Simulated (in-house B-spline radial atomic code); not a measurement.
Radial electron density of Te VII (Te6+), [Kr] 4d10. Level of theory: scalar-relativistic (X2C) PBEsol, spin-polarised, spherical fractional occupations, Fermi nucleus of rms radius 4.7423 fm; calculated with an all-electron radial atomic-structure program (B-spline basis).

One-electron X2C: radii and densities carry no picture-change correction, so inner-shell <1/r> comes out high (for 1s by about 2 % at Z = 33, 5 % at 54, 10 % at 75, 30 % at 118) and <r> low.

Columns: r (bohr), 4πr²n(r) (electrons per bohr), bar.

```
0.000831     1.98 #
 0.00101    2.699 #
 0.00122     3.63 ##
 0.00148    4.895 ##
  0.0018    6.594 ###
 0.00218    8.771 ####
 0.00264    11.58 ######
  0.0032    15.16 ########
 0.00389    19.71 ##########
 0.00471    25.14 #############
 0.00571    31.57 ################
 0.00693     38.9 ####################
  0.0084    46.68 ########################
  0.0102    54.45 ############################
  0.0124     61.3 ###############################
   0.015    66.04 #################################
  0.0182    68.02 ##################################
   0.022    66.87 ##################################
  0.0267    63.29 ################################
  0.0324    59.37 ##############################
  0.0393    58.16 #############################
  0.0476     62.1 ###############################
  0.0577     71.2 ####################################
    0.07    81.59 #########################################
  0.0849    86.79 ############################################
   0.103    82.36 ##########################################
   0.125    70.91 ####################################
   0.151    61.97 ###############################
   0.184    62.88 ################################
   0.223    70.23 ####################################
    0.27    70.99 ####################################
   0.327    57.44 #############################
   0.397    36.79 ###################
   0.481    24.09 ############
   0.583     23.6 ############
   0.707    26.63 ##############
   0.858    24.24 ############
    1.04    16.53 ########
    1.26    8.499 ####
    1.53    3.249 ##
    1.85   0.9385 
    2.25   0.1817 
    2.73  0.02279 
    3.31 0.001625
```

On this grid the curve has 4 maxima, near 0.0182, 0.0849, 0.27, 0.707 bohr.

The 4d down radial function P(r) = rR(r), positive near the nucleus:

| r (bohr) | P |
| --- | --- |
| 0.0102 | 0.001888 |
| 0.015 | 0.005326 |
| 0.022 | 0.01447 |
| 0.0324 | 0.03792 |
| 0.0476 | 0.09201 |
| 0.07 | 0.2016 |
| 0.103 | 0.3795 |
| 0.151 | 0.5664 |
| 0.223 | 0.5775 |
| 0.327 | 0.1858 |
| 0.481 | -0.5467 |
| 0.707 | -1.087 |
| 1.04 | -0.9943 |
| 1.53 | -0.5067 |
| 2.25 | -0.1305 |
| 3.31 | -0.01269 |
